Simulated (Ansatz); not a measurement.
Coupled-cluster run, H$_{5}$NOSi$_{2}$.

```yaml
crystal:
  periodic: [false, false, false]
  atoms:
    - {symbol: O, position_ang: [-0.217832, 1.683286, -0.904251]}
    - {symbol: Si, position_ang: [-0.351696, 0.343378, -1.885449]}
    - {symbol: N, position_ang: [-0.080737, -0.814417, -0.648800]}
    - {symbol: Si, position_ang: [0.223640, -0.538262, 1.050481]}
    - {symbol: H, position_ang: [-0.328505, 2.531528, -1.336841]}
    - {symbol: H, position_ang: [-0.909008, 0.162356, 1.703691]}
    - {symbol: H, position_ang: [-0.099326, -1.781850, -0.939623]}
    - {symbol: H, position_ang: [0.386883, -1.877209, 1.678571]}
    - {symbol: H, position_ang: [1.465180, 0.244789, 1.265121]}
basis:
  gaussian: {orbitals: def2-SVP}
correlation: {method: ccsd_t}
```

```sh
$ ansatz run in.yaml --threads 2 --pin off --events-out ev --progress --plain --max-ram 4352MiB
```

The program prints (abridged):

```
Functional definition: HF
861 factors; integrals over basis functions are off by at most 1.1e-3 eV
mean field evaluation 1: about -19312.5945 eV, gradient 4.2e1 eV
mean field evaluation 2: about -19312.5958 eV, gradient 4.2e1 eV
mean field evaluation 4: about -19316.4988 eV, gradient 3.0e0 eV
mean field evaluation 8: about -19316.5430 eV, gradient 2.1e-1 eV
mean field evaluation 16: about -19316.5397 eV, gradient 4.8e-1 eV
mean field -19316.54318713 eV, -709.8698689039 hartree, gradient 1.3e-6 eV, S^2 0.000000; 0 other end points of the search recorded, 0 dependent functions left out
12 core orbitals not correlated: weight in the atoms' cores, before any rotation towards them, 1.000 or more for the frozen orbitals, at most 0.000 for the correlated occupied ones
reference -19316.54318713 eV, -709.8698689039 hartree; 12, 12 occupied and 65, 65 virtual orbitals, 861 factors
second order -14.61471715 eV of doubles, -0.00000000 eV of singles
cycle   1  -15.23784429 eV  change   -6.2e-1 eV  update   1.0e-1
cycle   2  -15.70469860 eV  change   -4.7e-1 eV  update   3.3e-2
cycle   3  -15.82401622 eV  change   -1.2e-1 eV  update   1.8e-2
cycle   4  -15.81526557 eV  change    8.8e-3 eV  update   4.3e-3
cycle   5  -15.81335587 eV  change    1.9e-3 eV  update   1.8e-3
cycle   6  -15.81368280 eV  change   -3.3e-4 eV  update   5.9e-4
cycle   7  -15.81339789 eV  change    2.8e-4 eV  update   2.0e-4
cycle   8  -15.81336448 eV  change    3.3e-5 eV  update   6.8e-5
cycle   9  -15.81338943 eV  change   -2.5e-5 eV  update   2.1e-5
perturbative correction -0.41793452 eV, -0.0153588105 hartree
Total energy: -19332.77451109 eV, -710.4663590574 hartree
```

Hardware: 2 threads of an Arm Neoverse V1 on a shared host. Wall time 3 s, peak host memory 0.27 GiB.

MP2 recovers 90.0 % of the CCSD(T) correlation energy and the triples give 2.6 %; T1 = 0.0147.
